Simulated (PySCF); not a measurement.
C2H7AlO, SMILES [CH3][Al]([CH3])[OH] (connectivity only; charge and spin as stated), charge -1, multiplicity 2. Atoms are numbered in the order given.

```xyz
11

Al     0.2928    -0.2256    -0.2711
C     -1.4923    -1.1378    -0.1209
H     -1.4214    -2.2009     0.1684
H     -2.0868    -1.0913    -1.0515
H     -2.0881    -0.6319     0.6676
C      0.0544     1.7004    -0.8326
H      0.9987     2.2723    -0.8750
H     -0.6017     2.2178    -0.1006
H     -0.4258     1.8029    -1.8235
O      1.0591    -0.3447     1.3572
H      1.9739    -0.0544     1.4024
```
Charge -1, spin multiplicity 2.

The structure is a stationary point at r2SCAN-D4/def2-SVPD. The multiplicity is an assumed one; no other spin state was optimised. The isomer is the one that the SMILES or the coordinates give; other isomers of the formula were not compared. Other conformers were not sampled.

Method: PBE/def2-SVPD (PySCF).

The molecule is in vacuum. A positive occupied level means that this level leaves the electron formally unbound; only the finite basis holds it.

Computed frontier levels, dipole moment and polarisability:
| Property | Value |
|---|---|
| α spin, highest occupied and lowest empty level | 1.64 and 3.52 eV |
| β spin, highest occupied and lowest empty level | -1.19 and 2.71 eV |
| dipole moment about the centre of nuclear charge | 0.448 e·Å |
| mean static polarisability | 131.5 bohr³ (19.49 Å³) |
| polarisability, principal values | 113.4, 132.7, 148.4 bohr³ |
| ⟨S²⟩ | 0.751 (pure state 0.75) |
